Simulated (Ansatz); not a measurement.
One change: `CC[SeH]` becomes `CC[Se]C`.

Ansatz, PBE0-D4/def2-TZVP geometries, multiplicity 1. Each molecule was computed in one conformer, which needn't be the lowest.

Scalar relativity is left out up to krypton.

| property | `CC[SeH]` |
| --- | --- |
| zero-point energy (PBE0-D4/def2-TZVP) / kJ/mol | 192.8 |
| LUMO energy (ωB97M-V/def2-TZVPP) / eV | 1.90 |
| HOMO–LUMO gap (PBE0/def2-TZVPP) / eV | 6.61 |
| size of the dipole moment (PBE/def2-TZVPP) / D | 1.55 |
| LUMO energy (PBE0/def2-TZVPP) / eV | 0.14 |
| size of the dipole moment (ωB97M-V/def2-TZVPP) / D | 1.54 |

Task: What does the change do to each property? (Best estimate.)

Result: The calculation gave: 
```json
{"property": "zero-point energy (PBE0-D4/def2-TZVP) / kJ/mol", "`CC[Se]C`": "270.9", "shift": "78.1"}
{"property": "LUMO energy (ωB97M-V/def2-TZVPP) / eV", "`CC[Se]C`": "2.13", "shift": "0.23"}
{"property": "HOMO–LUMO gap (PBE0/def2-TZVPP) / eV", "`CC[Se]C`": "6.34", "shift": "-0.27"}
{"property": "size of the dipole moment (PBE/def2-TZVPP) / D", "`CC[Se]C`": "1.53", "shift": "-0.02"}
{"property": "LUMO energy (PBE0/def2-TZVPP) / eV", "`CC[Se]C`": "0.39", "shift": "0.25"}
{"property": "size of the dipole moment (ωB97M-V/def2-TZVPP) / D", "`CC[Se]C`": "1.55", "shift": "0.01"}
```

With PBE0 the HOMO rises by 0.51 eV and the LUMO rises by 0.25 eV, so the gap narrows by about 0.26 eV. PBE moves the HOMO by 0.50 eV and ωB97M-V by 0.52 eV. The zero-point energy changes by 78.1 kJ/mol with +9 modes. Dipoles are sizes alone; their direction can turn.

Spin–orbit coupling is left out; it splits and shifts lone-pair levels of the heavy atoms by tenths of an eV.
